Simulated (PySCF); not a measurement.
H₆NSi₂, SMILES [SiH2]N[SiH3], multiplicity 2.

Geometry: PBE0-D3(BJ)/def2-SVP. The isomer is the one that the SMILES or the coordinates give; other isomers of the formula were not compared.

Two levels are set side by side: PBE/def2-TZVPD (PySCF) and PBE0/def2-TZVPD (PySCF). Same geometry, gas phase. Differences are taken from unrounded values.

```csv
quantity,PBE0
α-spin orbital gap (eV),5.20
β-spin orbital gap (eV),6.05
dipole moment (D),1.02
mean polarisability (bohr³),69.7
```

What does PBE give, and how far is it from PBE0? (Estimate from the structure and the level; the computed values follow.)


```csv
quantity,PBE,PBE minus PBE0
α-spin orbital gap (eV),3.28,-1.92
β-spin orbital gap (eV),3.92,-2.13
dipole moment (D),1.08,0.06
mean polarisability (bohr³),73.3,3.6
```

Loosely held outer electrons make PBE densities more polarisable. Differences between two approximate levels are no errors against the true value.

Rough cost on one machine, each run with all the roots and properties that it gave: PBE0 against PBE within a factor of 2.
